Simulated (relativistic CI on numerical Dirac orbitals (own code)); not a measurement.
# One change at a time: Tl¹⁹⁺

Base calculation: Dirac-Coulomb-Breit CI, KLI orbitals optimised for each configuration, a model potential for QED, unscaled Slater integrals.

Configurations in the expansion (outside the closed core [Kr] 4d10): 4f¹⁴5s², 4f¹⁴5s5p, 4f¹³5s²5p, 4f¹⁴5s5d, 4f¹⁴5s5f, 4f¹⁴5p5d, 4f¹³5s²5d, 4f¹⁴5s5g, 4f¹⁴5p6s, 4f¹⁴5s6s, 4f¹³5s²6s, 4f¹⁴5s6p, 4f¹³5s²5f, 4f¹³5s²6p, 4f¹⁴5p5g, 4f¹⁴5d5f, 4f¹⁴5s6d, 4f¹⁴5p², 4f¹³5p³, 4f¹³5p²5d, 4f¹⁴5d², 4f¹³5p5d², 4f¹³5d³, 4f¹⁴5f², 4f¹³5p5f², 4f¹³5d5f², 4f¹⁴5p5f, 4f¹³5p²5f, 4f¹³5p5d5f, 4f¹⁴5g², 4f¹³5p5g², 4f¹³5d5g², 4f¹⁴5d6s, 4f¹³5p5d6s, 4f¹³5d²6s. Double excitations out of closed p, d and f shells are left out; levels of such configurations are missing from the list, as are those of other unlisted configurations, and high levels can miss mixing partners. Some configurations lack a partner that the ground configuration has and come out too high, among them 4f¹³5s²6s, 4f¹³5s²6p, 4f¹³5s²5f.

The lowest level and the first level of each name with at least 55 % of one term (blank where a level has no safe partner in the second run):

```tsv
Level	Base (cm⁻¹)	Shift (cm⁻¹)
4f¹⁴5s² ¹S0	0	0
4f¹⁴5s5p ³P°0	320182	+1625
4f¹⁴5s5p ³P°1	346310	-257
4f¹³5s²5p ³D3	527544	+231
4f¹⁴5s5p ³P°2	550438	+1270
4f¹³5s²5p ³G3	564788	+56
4f¹⁴5s5p ¹P°1	621157	-5830
4f¹⁴5p² ³P0	743648	-2025
4f¹³5s²5p ³G5	755458	+328
4f¹³5s²5p ³F4	774844	-1618
4f¹³5s²5p ³D1	784179	+1099
4f¹⁴5p² ³P1	946244	+290
4f¹⁴5p² ¹D2	950969	+834
4f¹⁴5s5d ³D1	1155250	-175
4f¹⁴5s5d ³D2	1174148	+145
4f¹⁴5s5d ³D3	1195939	-199
4f¹⁴5p² ¹S0	1223338	-4702
4f¹⁴5s5d ¹D2	1258927	-7743
4f¹³5s²5d ³P°2	1354671	+1883
4f¹³5s²5d ³P°1	1395083	+1683
4f¹³5s²5d ³H°4	1400031	+740
4f¹³5s²5d ³H°6	1402482	+934
```

At this charge transitions that keep the count of f electrons are usually good to a few per cent. Levels that differ in their count of f electrons can be misplaced by several ten thousand cm⁻¹, since the correlation energy of f electrons is missing or only estimated; rates across such gaps can be off by orders of magnitude.

Task: One thing was changed in a second run, which moved the levels as shown. Which?
A. configuration mixing switched off
B. non-relativistic limit
C. QED terms removed
D. Breit term removed
E. valence Slater integrals scaled by 0.9

Result: E. Valence Slater integrals scaled by 0.9. Scaling acts on the splittings between terms and on the mixing, and leaves the fine structure of pure LS terms nearly alone; in jj coupling it moves the levels of one term differently.

LS names give the leading component of a level, which can be under half, so a name can repeat, a term be missing and a line seem to break the LS rules.
